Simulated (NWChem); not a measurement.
System: WHSO₂Cl; SMILES [S]=[W]([Cl])([OH])=[O]

Parts of the log:

```
             Northwest Computational Chemistry Package (NWChem) 7.3.0
             --------------------------------------------------------

 C1  symmetry detected

                             Geometry "geometry" -> ""
                             -------------------------

 Output coordinates in angstroms (scale by  1.889725989 to convert to a.u.)

  No.       Tag          Charge          X              Y              Z
 ---- ---------------- ---------- -------------- -------------- --------------
    1 W                   74.0000     0.18239717     0.05992066     0.04684801
    2 O                    8.0000     0.87755281     0.23234942     1.58071232
    3 S                   16.0000    -1.38044124     1.49852804    -0.12382623
    4 Cl                  17.0000    -0.69910377    -2.03028984    -0.13435585
    5 O                    8.0000     1.49722158     0.40701467    -1.23095054
    6 H                    1.0000     1.47623854     0.98943726    -1.99957798

 Effective nuclear repulsion energy (a.u.)    1102.0397038832

                                 NWChem DFT Module
                                 -----------------

 Summary of "ao basis" -> "ao basis" (spherical)
 ------------------------------------------------------------------------------
       Tag                 Description            Shells   Functions and Types
 ---------------- ------------------------------  ------  ---------------------
 W                          def2-svp                12       32   6s3p2d1f
 O                          def2-svp                 6       14   3s2p1d
 S                          def2-svp                 8       18   4s3p1d
 Cl                         def2-svp                 8       18   4s3p1d
 H                          def2-svp                 3        5   2s1p

            General Information
            -------------------
          SCF calculation type: DFT
          Wavefunction type:  closed shell.
          No. of atoms     :     6
          No. of electrons :    64
           Alpha electrons :    32
            Beta electrons :    32
          Charge           :     0
          Spin multiplicity:     1
          Use of symmetry is: off; symmetry adaption is: off
          Maximum number of iterations: 150
          AO basis - number of functions:   101
                     number of shells:    43
          Convergence on energy requested:  1.00D-06
          Convergence on density requested:  1.00D-05
          Convergence on gradient requested:  5.00D-04

              XC Information
              --------------
                         B3LYP Method XC Potential
                     Hartree-Fock (Exact) Exchange  0.200
                        Slater Exchange Functional  0.800 local
                    Becke 1988 Exchange Functional  0.720 non-local
              Lee-Yang-Parr Correlation Functional  0.810
                  VWN I RPA Correlation Functional  0.190 local

             Grid Information
             ----------------
          Grid used for XC integration:  coarse
          Radial quadrature: Mura-Knowles
          Angular quadrature: Lebedev.
          Tag              B.-S. Rad. Rad. Pts. Rad. Cut. Ang. Pts.
          ---              ---------- --------- --------- ---------
          W                   1.35      104           8.0       302
          O                   0.60       35          10.0       302
          S                   1.00       70          10.0       302
          Cl                  1.00       70          11.0       302
          H                   0.35       35          10.0       302
          Grid pruning is: on
          Number of quadrature shells:   349
          Spatial weights used:  Erf1

      Superposition of Atomic Density Guess
      -------------------------------------

 Sum of atomic energies:       -1079.72904089

      Non-variational initial energy
      ------------------------------

 Total energy =   -1073.159175
 1-e energy   =   -2156.404448
 2-e energy   =     755.189914
 HOMO         =      -0.341510
 LUMO         =      -0.009640

     ---------------------------------------------
      Total Density - Mulliken Population Analysis
     ---------------------------------------------

    Atom       Charge   Shell Charges
 -----------   ------   -------------------------------------------------------
    1 W   14    11.21   0.04 -0.35  1.79  0.54  0.42  0.06  5.48  0.59  0.17  1.91  0.42  0.14
    2 O    8     9.04   1.99  1.16  0.74  3.17  1.97  0.01
    3 S   16    16.87   2.00  1.99  1.24  0.69  5.94  1.94  3.04  0.02
    4 Cl  17    17.45   2.00  1.99  1.22  0.73  5.94  2.17  3.38  0.01
    5 O    8     8.80   1.99  1.10  0.66  3.09  1.95  0.00
    6 H    1     0.63   0.51  0.06  0.06

   convergence    iter        energy       DeltaE   RMS-Dens  Diis-err
 ---------------- ----- ----------------- --------- --------- ---------
 d= 0,ls=0.0,diis     1  -1075.8938730657 -1.40D+03  5.75D-02  3.93D+00
 d= 0,ls=0.0,diis     2  -1067.9726605107  7.92D+00  4.89D-02  5.90D+01
 d= 0,ls=0.0,diis     3  -1076.1500113072 -8.18D+00  1.14D-02  2.28D+00
 d= 0,ls=0.0,diis     4  -1076.3393082187 -1.89D-01  5.50D-03  5.69D-01
 d= 0,ls=0.0,diis     5  -1076.3751159244 -3.58D-02  3.42D-03  1.55D-01
  Resetting Diis
 d= 0,ls=0.0,diis     6  -1076.3975005257 -2.24D-02  8.37D-04  1.11D-02
 d= 0,ls=0.0,diis     7  -1076.3984039144 -9.03D-04  1.19D-03  2.86D-03
 d= 0,ls=0.0,diis     8  -1076.3967855820  1.62D-03  8.87D-04  1.62D-02
 d= 0,ls=0.0,diis     9  -1076.3986120156 -1.83D-03  2.36D-04  1.41D-03
 d= 0,ls=0.0,diis    10  -1076.3987821012 -1.70D-04  2.64D-05  1.14D-05
 d= 0,ls=0.0,diis    11  -1076.3987832460 -1.14D-06  1.11D-05  1.25D-06
 d= 0,ls=0.0,diis    12  -1076.3987833661 -1.20D-07  4.92D-06  4.61D-07

         Total DFT energy =    -1076.398783366097
      One electron energy =    -2159.170954347422
           Coulomb energy =      833.827753842950
    Exchange-Corr. energy =      -79.110942025316
 Nuclear repulsion energy =      328.055359163692

 Numeric. integr. density =       64.000070062256

                       DFT Final Molecular Orbital Analysis
                       ------------------------------------

 Vector   30  Occ=2.000000D+00  E=-3.421639D-01
              MO Center= -7.7D-01,  8.1D-01,  5.9D-02, r^2= 3.8D+00
   Bfn.  Coefficient  Atom+Function         Bfn.  Coefficient  Atom+Function
  ----- ------------  ---------------      ----- ------------  ---------------
    58     -0.299043  3 S  py                57      0.291789  3 S  px
    16     -0.262167  1 W  d -2              55     -0.242241  3 S  py
    54      0.233954  3 S  px                 3     -0.222636  1 W  s
     5      0.209659  1 W  s                 36     -0.179110  2 O  px
    75     -0.178060  4 Cl px                49     -0.154107  3 S  s

 Vector   31  Occ=2.000000D+00  E=-3.061040D-01
              MO Center= -9.0D-01,  6.8D-01, -1.1D-01, r^2= 3.5D+00
   Bfn.  Coefficient  Atom+Function         Bfn.  Coefficient  Atom+Function
  ----- ------------  ---------------      ----- ------------  ---------------
    57      0.329728  3 S  px                75     -0.289732  4 Cl px
    20     -0.277440  1 W  d  2              58      0.261883  3 S  py
    54      0.251796  3 S  px                55      0.209912  3 S  py
    59     -0.209835  3 S  pz                72     -0.199339  4 Cl px
    56     -0.164641  3 S  pz                51      0.143387  3 S  px

 Vector   32  Occ=2.000000D+00  E=-2.826256D-01
              MO Center= -8.6D-01,  1.1D+00,  1.6D-01, r^2= 3.0D+00
   Bfn.  Coefficient  Atom+Function         Bfn.  Coefficient  Atom+Function
  ----- ------------  ---------------      ----- ------------  ---------------
    59      0.469947  3 S  pz                56      0.353618  3 S  pz
    58      0.255666  3 S  py                37     -0.212026  2 O  py
    53      0.200103  3 S  pz                55      0.178438  3 S  py
    38     -0.159886  2 O  pz                40     -0.158918  2 O  py
    41     -0.124425  2 O  pz                36      0.121971  2 O  px

 Vector   33  Occ=0.000000D+00  E=-1.058586D-01
              MO Center= -2.2D-01,  4.2D-01, -4.2D-02, r^2= 3.0D+00
   Bfn.  Coefficient  Atom+Function         Bfn.  Coefficient  Atom+Function
  ----- ------------  ---------------      ----- ------------  ---------------
    20      0.657518  1 W  d  2              17      0.440139  1 W  d -1
    58      0.314496  3 S  py                57      0.251850  3 S  px
    85     -0.214338  5 O  s                 59     -0.205932  3 S  pz
    55      0.169225  3 S  py                25      0.163340  1 W  d  2
    75      0.162004  4 Cl px                98      0.149764  6 H  s

 Vector   34  Occ=0.000000D+00  E=-1.029267D-01
              MO Center=  1.4D-02,  6.1D-02, -6.5D-02, r^2= 2.9D+00
   Bfn.  Coefficient  Atom+Function         Bfn.  Coefficient  Atom+Function
  ----- ------------  ---------------      ----- ------------  ---------------
    16      0.500647  1 W  d -2              17     -0.495238  1 W  d -1
    20      0.345371  1 W  d  2              57      0.309115  3 S  px
    59      0.209492  3 S  pz                50      0.206472  3 S  s
    21      0.182038  1 W  d -2              87     -0.179416  5 O  py
    75      0.177619  4 Cl px                18     -0.158083  1 W  d  0

 Vector   35  Occ=0.000000D+00  E=-5.817513D-02
              MO Center=  1.1D-01, -3.5D-02,  2.4D-01, r^2= 2.8D+00
   Bfn.  Coefficient  Atom+Function         Bfn.  Coefficient  Atom+Function
  ----- ------------  ---------------      ----- ------------  ---------------
    16      0.536617  1 W  d -2              17      0.489455  1 W  d -1
    76     -0.369818  4 Cl py                68     -0.312931  4 Cl s
    37     -0.302562  2 O  py                40     -0.282355  2 O  py
    20     -0.280137  1 W  d  2              18     -0.262430  1 W  d  0
    58     -0.245940  3 S  py                21      0.216555  1 W  d -2

     ---------------------------------------------
      Total Density - Mulliken Population Analysis
     ---------------------------------------------

    Atom       Charge   Shell Charges
 -----------   ------   -------------------------------------------------------
    1 W   14    13.13   0.04 -0.36  1.89  0.47  0.48 -0.02  5.60  0.54  0.26  3.47  0.61  0.17
    2 O    8     8.29   1.99  1.13  0.77  2.77  1.62  0.01
    3 S   16    16.21   2.00  1.98  1.28  0.66  5.93  1.80  2.52  0.04
    4 Cl  17    17.21   2.00  1.98  1.28  0.69  5.93  2.16  3.15  0.02
    5 O    8     8.39   1.99  1.07  0.68  2.88  1.76  0.01
    6 H    1     0.76   0.66  0.04  0.07

     -------------------------------------------
      Total Density - Lowdin Population Analysis
     -------------------------------------------

    Atom       Charge   Shell Charges
 -----------   ------   -------------------------------------------------------
    1 W   14    14.23   0.00  0.04  1.09  0.79  0.39  0.17  4.96  1.29  0.57  3.18  1.43  0.31
    2 O    8     8.11   1.98  0.98  0.69  2.64  1.80  0.02
    3 S   16    15.82   2.00  1.96  0.99  0.68  5.81  1.90  2.43  0.04
    4 Cl  17    16.87   2.00  1.96  1.03  0.74  5.82  2.27  3.03  0.02
    5 O    8     8.11   1.97  0.88  0.60  2.72  1.92  0.01
    6 H    1     0.87   0.53  0.16  0.18

     Multipole analysis of the density
     ---------------------------------

     L   x y z        total         alpha         beta         nuclear
     -   - - -        -----         -----         ----         -------
     0   0 0 0     -0.000000    -32.000000    -32.000000     64.000000

     1   1 0 0      0.296665     10.488752     10.488752    -20.680840
     1   0 1 0      0.120239      3.457128      3.457128     -6.794017
     1   0 0 1     -1.180086      2.065854      2.065854     -5.311794

     2   2 0 0    -46.244928   -140.142287   -140.142287    234.039646
     2   1 1 0      1.496537      2.263447      2.263447     -3.030356
     2   1 0 1     -2.952965      2.357515      2.357515     -7.667994
     2   0 2 0    -45.095592   -216.797834   -216.797834    388.500076
     2   0 1 1     -2.609380      1.089148      1.089148     -4.787676
     2   0 0 2    -43.686701    -87.358750    -87.358750    131.030799

            General Information
            -------------------
          SCF calculation type: DFT
          Wavefunction type:  closed shell.
          No. of atoms     :     6
          No. of electrons :    64
           Alpha electrons :    32
            Beta electrons :    32
          Charge           :     0
          Spin multiplicity:     1
          Use of symmetry is: off; symmetry adaption is: off
          Maximum number of iterations: 150
          AO basis - number of functions:   101
                     number of shells:    43
          Convergence on energy requested:  1.00D-06
          Convergence on density requested:  1.00D-05
          Convergence on gradient requested:  5.00D-04

              XC Information
              --------------
                         B3LYP Method XC Potential
                     Hartree-Fock (Exact) Exchange  0.200
                        Slater Exchange Functional  0.800 local
                    Becke 1988 Exchange Functional  0.720 non-local
              Lee-Yang-Parr Correlation Functional  0.810
                  VWN I RPA Correlation Functional  0.190 local

             Grid Information
             ----------------
          Grid used for XC integration:  coarse
          Radial quadrature: Mura-Knowles
          Angular quadrature: Lebedev.
          Tag              B.-S. Rad. Rad. Pts. Rad. Cut. Ang. Pts.
          ---              ---------- --------- --------- ---------
          W                   1.35      104           8.0       302
          O                   0.60       35          10.0       302
          S                   1.00       70          10.0       302
          Cl                  1.00       70          11.0       302
          H                   0.35       35          10.0       302
          Grid pruning is: on
          Number of quadrature shells:   349
          Spatial weights used:  Erf1

          Convergence Information
          -----------------------
          Convergence aids based upon iterative change in
          total energy or number of iterations.
          Levelshifting, if invoked, occurs when the
          HOMO/LUMO gap drops below (HL_TOL):  1.00D-02
          DIIS, if invoked, will attempt to extrapolate
          using up to (NFOCK): 10 stored Fock matrices.

                    Damping( 0%)  Levelshifting(0.5)       DIIS
                  --------------- ------------------- ---------------
          dE  on:    start            ASAP                start
          dE off:    2 iters        150 iters           150 iters

                            NWChem DFT Gradient Module
                            --------------------------

  charge          =   0.00
  wavefunction    = closed shell

                         DFT ENERGY GRADIENTS

    atom               coordinates                        gradient
                 x          y          z           x          y          z
   1 W       0.344681   0.113234   0.088530    0.003007   0.003626   0.005503
   2 O       1.658334   0.439077   2.987113   -0.006361  -0.001432  -0.013949
   3 S      -2.608656   2.831807  -0.233998    0.007428  -0.006827   0.000899
   4 Cl     -1.321115  -3.836691  -0.253896    0.002482   0.006358   0.000702
   5 O       2.829339   0.769146  -2.326159   -0.006056  -0.000218   0.004458
   6 H       2.789686   1.869765  -3.778654   -0.000500  -0.001507   0.002387
```

Level: B3LYP/def2-SVP with def2 effective core potentials on W. Geometry: optimised at PBE0/def2-SVP. def2 effective core potentials on W; no spin-orbit coupling.

### Question
Which NWChem input produces such a log?

### Answer
Several could match; the one computed here: the input that was run:
```
start job
memory heap 200 mb stack 900 mb global 1100 mb
geometry units angstroms noautoz
  W      0.240421     0.065475     0.080953
  O      0.880501     0.125978     1.646951
  S     -1.106476     1.702765    -0.134302
  Cl    -0.903215    -1.885257    -0.175172
  O      1.647672     0.246942    -1.130955
  H      1.740399     0.835378    -1.889631
end
basis spherical
  W library def2-svp
  O library def2-svp
  S library def2-svp
  Cl library def2-svp
  H library def2-svp
end
ecp
  W library def2-ecp
end
dft
  xc b3lyp
  grid coarse
  iterations 150
  mulliken
end
task dft gradient
```
